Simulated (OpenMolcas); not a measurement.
## What dynamic correlation does to the levels of Os5+

```yaml
Program: OpenMolcas
Basis: ANO-RCC-VTZP [8s7p5d3f2g1h]
Scalar_Hamiltonian: DKH2, point nucleus
Active_space: 3 electrons in 5 orbitals (5d)
State_averaging: 2S+1 = 4 even, 10 roots; 2S+1 = 2 even, 40 roots
Spin-orbit_coupling: state interaction with AMFI integrals over the reference wave functions, term energies averaged over their components
```

Methods on the same reference wave functions:
A. CASSCF
B. SS-CASPT2, IPEA 0.25 Eh, imaginary shift 0.1 Eh (closed shells correlated: 5s 5p)
C. MS-CASPT2, IPEA 0.25 Eh, imaginary shift 0.1 Eh (closed shells correlated: 5s 5p)
D. XMS-CASPT2, IPEA 0.25 Eh, imaginary shift 0.1 Eh (closed shells correlated: 5s 5p)

Energies in cm-1 above 5d3 4F 3/2, the measured ground level; measured values from the list in Brasseur, Palmeri and Quinet, Atoms 13, 11 (2025).

```
            Level      A      B      C      D  Measured
       5d3 4F 3/2    0.0    0.0    0.0    0.0       0.0
       5d3 4F 5/2   6109   6470   6510   6530      6397
       5d3 4F 7/2  11414  11610  11650  11670     11444
5d3 4F 9/2 [56 %]  15258  14900  14980  14970     14678
5d3 4P 1/2 [67 %]  19333  17700  17340  17240     16772
       5d3 2G 7/2  24876  23380  23420  23410     22920
5d3 2H 9/2 [56 %]  25653  24460  24710  24620     24028
       5d3 4P 5/2  27052  25510  25530  25460     24828
5d3 2P 1/2 [67 %]  32606  30440  29570  29440     28860
      5d3 2H 11/2  34635  32680  33080  32920     32156
    5d3 2D 5/2(1)  38079  35310  35430  35190     34418
5d3 2G 9/2 [57 %]  39176  37590  37750  37690     37019
5d3 2P 3/2 [56 %]  44182  41700  40950  40840     40203
       5d3 2F 5/2  45227  40940  40990  40900     39601
       5d3 2F 7/2  45753  41690  41730  41700     40447
    5d3 2D 3/2(2)  67786  62120  62230  61770          
    5d3 2D 5/2(2)  68254  62880  62850  62580     61005
```

Deviations, from unrounded energies. A percentage is the sum of absolute deviations over the sum of measured energies, with the sign that they share, or ± where signs differ.

| Against measurement | Levels | A | B | C | D |
| --- | --- | --- | --- | --- | --- |
| mean absolute deviation (cm-1) | 15 | 2900 | 830 | 780 | 690 |
| fine structure of the ground term (%) | 3 | ±2.8 | +1.4 | +1.9 | +2.0 |
| other terms of the ground configuration (%) | 12 | +10.6 | +3.0 | +2.8 | +2.4 |

D lies closest to measurement on these levels and A furthest from it. The largest miss of D in the table is 5d3 2D 5/2(2), by +1600 cm-1. The ranking rests on the paired levels alone, and a cruder setting can come out closer through cancelling errors.

Among B to D the level of the table that moves most is 5d3 2P 1/2 [67 %], by 990 cm-1 (lowest in D, highest in B). Moves below CASPT2's spread within the term are not significant.

The mean deviations of B to D differ by less than CASPT2's widest spread within a term (1100 cm-1), so their order carries little weight.

From A to B the spin-free energies of the other terms of 5d3 shown, above 4F, scale by factors of 0.84 to 0.88, as is usual when dynamic correlation screens the repulsion within a d or f shell.

The lowest spin-free term lies below A's lowest term by 0.244 hartree in B, 0.244 hartree in C, 0.248 hartree in D.

CASPT2 does not keep the components of a term degenerate, so their means are used; among the terms shown or strongly mixed into the levels shown the widest spread is 1100 cm-1 (5d3 2H, B). Without dynamic correlation excited terms often stand tens of per cent too high (terms of higher spin than the ground term too low), and those without a measured partner can miss by more than the paired ones (holds for A). The CASPT2 spread within a term exceeds the gap to the next term for 5d3 2P and 5d3 2H, 5d3 2H and 5d3 2D(1), so the order of their levels is uncertain (holds for B). Measured partners are found by configuration, term and J. A level has none where our copy of the source lacks it or the pairing is in doubt (some pairs that miss far off the trend of their configuration count as doubtful), and it then counts in no deviation. Levels of configurations outside the active space are missing. The table leaves out levels that lie high or whose names do not pair safely across all columns.

A share in square brackets marks a mixed level and gives the weight of the term that names it, the lowest over the columns. A number in round brackets counts repeated terms of one configuration in the order of the reference energies.
